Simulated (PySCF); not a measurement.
A PySCF script (with the pyscf-properties extension) for the NMR shieldings of SMILES CC#C[SiH2][N]([AlH2])[SiH3], C$_{3}$H$_{10}$AlNSi$_{2}$, on a GFN2-xTB geometry:

```python
import basis_set_exchange as bse
import numpy as np
from pyscf import gto, dft
from pyscf.prop import nmr

atoms = """
C     3.648011   -0.240749    0.691519
C     2.344499   -0.428090    0.095156
C     1.258905   -0.585536   -0.405370
Si   -0.415152   -0.799782   -1.150872
N    -1.621944    0.061947   -0.212404
Al   -2.990080   -0.865857    0.512609
Si   -1.453349    1.785199   -0.007110
H     3.562666   -0.226868    1.777986
H     4.312511   -1.053363    0.398303
H     4.076738    0.704086    0.357935
H    -0.848251   -2.212426   -1.077132
H    -0.391637   -0.289226   -2.526562
H    -4.287257   -1.133842   -0.284224
H    -2.913196   -1.430040    1.949250
H    -0.197299    2.095268    0.679357
H    -2.620208    2.178404    0.802891
H    -1.471956    2.452904   -1.312318
"""
names = dict.fromkeys(["C", "Si", "N", "Al", "H"], "pcSseg-1")
basis = {el: gto.basis.parse(bse.get_basis(n, elements=[el], fmt="nwchem")) for el, n in names.items()}
mol = gto.M(atom=atoms, basis=basis, charge=0, verbose=0)
mf = dft.RKS(mol, xc="PBE0")
mf.grids.level = 2
mf.grids.alignment = dft.numint.BLKSIZE   # the property module wants whole blocks of grid points
mf.conv_tol = 1e-9
mf.kernel()

calc = nmr.RKS(mf)   # GIAO
C = mf.mo_coeff
Co = C[:, mf.mo_occ > 0]
resp = mf.gen_response(singlet=True, hermi=2)
def vind(x):   # induced exchange potential for any number of trial vectors
    d = np.einsum("pi,xij,qj->xpq", C, 2 * x.reshape(-1, C.shape[1], Co.shape[1]), Co, optimize=True)
    return np.einsum("xpq,pi,qj->xij", resp(d - d.transpose(0, 2, 1)), C, Co, optimize=True).ravel()
mo1, _ = nmr.rhf.solve_mo1(calc, with_cphf=vind)
sigma = calc.kernel(mo1)
for i, s in enumerate(sigma):   # ppm
    w = np.linalg.eigvalsh((s + s.T) / 2)
    print("%2d %-2s iso %8.1f  s11 %8.1f  s22 %8.1f  s33 %8.1f" % (i, mol.atom_pure_symbol(i), w.mean(), *w))
```

**Question.** Give the expected output.

**Answer.** 
```
 0 C  iso    180.9  s11    172.3  s22    173.0  s33    197.5
 1 C  iso     72.6  s11    -26.2  s22    -15.9  s33    259.8
 2 C  iso    103.5  s11     14.6  s22     26.9  s33    269.1
 3 Si iso    420.5  s11    367.9  s22    433.3  s33    460.2
 4 N  iso    249.0  s11    231.0  s22    248.5  s33    267.6
 5 Al iso    343.5  s11    261.1  s22    374.3  s33    395.0
 6 Si iso    415.3  s11    358.1  s22    419.6  s33    468.1
 7 H  iso     29.6  s11     24.5  s22     28.1  s33     36.1
 8 H  iso     29.6  s11     24.6  s22     27.7  s33     36.5
 9 H  iso     29.6  s11     24.6  s22     28.0  s33     36.1
10 H  iso     26.6  s11     22.5  s22     25.7  s33     31.6
11 H  iso     26.6  s11     22.7  s22     25.3  s33     31.9
12 H  iso     26.7  s11     23.5  s22     24.5  s33     32.1
13 H  iso     26.7  s11     23.4  s22     25.0  s33     31.7
14 H  iso     26.7  s11     22.7  s22     26.1  s33     31.2
15 H  iso     26.9  s11     23.2  s22     25.4  s33     32.2
16 H  iso     26.9  s11     23.6  s22     24.7  s33     32.5
```

These numbers come from an equivalent density-fitted implementation of the same equations, which agrees with the script to about 0.01 ppm for H and up to a few tenths of a ppm for heavy atoms, so last digits may differ.

Size and cost of the density-fitted run: 190 basis functions, 57 s wall time on 1 thread of an Intel Xeon Platinum 8259CL, shared host; peak memory 0.84 GiB.
